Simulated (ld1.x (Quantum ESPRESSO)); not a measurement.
# u(r) = r·R(r): atom against pseudo-atom (Cd (Z = 48))

Columns: radius, all-electron u(r) and pseudo u(r) of the 4d shell (level -11.90 eV) of cadmium in the configuration [Kr] 4d10 5s2 5p0; LDA (PZ), scalar-relativistic, TM scheme, ld1.x (Quantum ESPRESSO) 7.5.

```tsv
r (bohr)	all-electron	pseudo
0.128	0.3426	-0.0097
0.255	0.4519	-0.0710
0.382	0.1141	-0.2100
0.510	-0.3125	-0.4157
0.638	-0.6428	-0.6407
0.765	-0.8390	-0.8276
0.893	-0.9265	-0.9410
1.020	-0.9383	-0.9723
1.148	-0.9046	-0.9401
1.275	-0.8468	-0.8719
1.402	-0.7779	-0.7907
1.530	-0.7053	-0.7097
1.658	-0.6342	-0.6351
1.785	-0.5677	-0.5677
1.912	-0.5063	-0.5063
2.040	-0.4499	-0.4499
2.168	-0.3992	-0.3992
2.295	-0.3540	-0.3540
2.422	-0.3138	-0.3138
2.550	-0.2777	-0.2777
2.678	-0.2457	-0.2457
2.805	-0.2175	-0.2175
2.932	-0.1926	-0.1926
3.060	-0.1703	-0.1703
3.188	-0.1506	-0.1506
3.315	-0.1334	-0.1334
```

Question: How many radial nodes do the two functions have?

Answer: The all-electron 4d function has n − l − 1 = 1; the pseudo-wave has 0, since the states of the same l below it are removed with the core.

Question: At about which radius was the pseudo-wave matched?

Answer: 1.90 bohr, where the columns begin to agree (steps of 0.13 bohr).

Question: Is the pseudo-wave norm-conserving?

Answer: Yes: the TM scheme keeps the norm inside the radius equal to the all-electron one, which fixes the energy derivative of the logarithmic derivative at the level.
